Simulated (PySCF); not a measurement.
r2SCAN on Sn- (tin, charge -1), [Kr] 4d10 5s2 5p3, high-spin 4S determinant. Calculation: PySCF 2.14, in aug-cc-pV5Z-PP with ECP28MDF; a scalar-relativistic core potential.

```
cycle= 1 E= -214.387088595135  delta_E= -0.00895  |g|= 0.0207  |ddm|=  1.3
cycle= 2 E= -214.387291125615  delta_E= -0.000203  |g|= 0.0101  |ddm|= 0.153
cycle= 3 E= -214.387399307631  delta_E= -0.000108  |g|= 0.00634  |ddm|= 0.0752
cycle= 4 E= -214.387416908615  delta_E= -1.76e-05  |g|= 0.000946  |ddm|= 0.0242
cycle= 5 E= -214.387417517522  delta_E= -6.09e-07  |g|= 0.000103  |ddm|= 0.0069
cycle= 6 E= -214.387417547091  delta_E= -2.96e-08  |g|= 1.89e-05  |ddm|= 0.00277
cycle= 7 E= -214.387417547823  delta_E= -7.32e-10  |g|= 2.63e-06  |ddm|= 0.000522
converged SCF energy = -214.387417547823  <S^2> = 3.7525942  2S+1 = 4.0012969
```

Highest occupied orbital energy: 0.781 eV; ⟨L²⟩ = 0.00; populations by l: s 4.00, p 9.00, d 10.00, f 0.00.

**Question.** Can this result be used?

**Answer.** With care. The run converged. Energies and moments cover only the electrons outside the core potential. At r2SCAN the highest occupied level has a positive energy, so only the finite basis holds that electron; in a semilocal or global hybrid functional this comes from self-interaction and does not mean that the real anion is unbound.
